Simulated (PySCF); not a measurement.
A structure optimised at B3LYP-D3(BJ)/def2-SVP, used in a PySCF frequency run:

```xyz
5

In    -0.3217     0.7994     0.0000
H     -1.9183     1.4299     0.0000
Br     0.1475    -1.6529     0.0000
O      1.4056     1.8099     0.0000
H      1.2730     2.7689     0.0000
```
Charge 0, spin multiplicity 1.

Write its SMILES, formula and point group.

[OH][InH][Br], BrH2InO, Cs

What are its rotational constants (standard atomic weights)?

10.042, 1.4283, 1.2505 GHz
